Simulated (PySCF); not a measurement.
First hyperpolarisability: `InChI=1S/C6H5N3/c1-2-3-6-8-4-7-5-9-6/h4-5H,1H3`

Geometry (Å), atoms numbered from 1 in this order:
```xyz
14

C     3.4064   -0.0111    0.0103
C     1.9581    0.0345    0.0216
C     0.7452    0.0702    0.0323
C    -0.6864    0.1159    0.0438
N    -1.3479   -1.0346    0.2281
C    -2.6687   -0.9233    0.2287
N    -3.3566    0.2035    0.0659
C    -2.5991    1.2830   -0.1090
N    -1.2740    1.3073   -0.1304
H     3.7916   -0.3414    0.9878
H     3.8348    0.9780   -0.2115
H     3.7679   -0.7225   -0.7486
H    -3.2452   -1.8451    0.3769
H    -3.1162    2.2406   -0.2487
```

Computed, not measured: PySCF, quadratic response CAM-B3LYP/aug-cc-pVDZ first hyperpolarisability, Taylor convention, gas phase. Geometry: PBE0-D3(BJ)/def2-SVP.

Task: Give β for the processes computed.

Result: In au, Taylor convention; the vector part is βᵢ = ⅓ Σⱼ (βᵢⱼⱼ + βⱼᵢⱼ + βⱼⱼᵢ); β∥ is 3/5 of the vector part along the dipole, the dipole points from − to +:
```tsv
process	λ (nm)	β vector norm	β∥	β HRS	depolarisation ratio
static β(0;0,0)	∞	653.3	392.0	277.9	4.59
second harmonic β(−2ω;ω,ω)	1907	710.1	426.1	301.8	4.61
Pockels β(−ω;ω,0)	1907	671.4	402.9	–	–
second harmonic β(−2ω;ω,ω)	1064	867.9	520.8	368.1	4.65
Pockels β(−ω;ω,0)	1064	714.5	428.7	–	–
```

Task: Which lowest excitations, dipole and polarisabilities go with it?

Result: S1 4.44 eV (f = 0.000); S2 4.74 eV (f = 0.006); S3 4.81 eV (f = 0.000); dipole 1.96 D; isotropic α 94.9 au static, 95.3 au at 1907 nm, 96.3 au at 1064 nm, 96.6 au at 953.5 nm, 100.9 au at 532 nm.
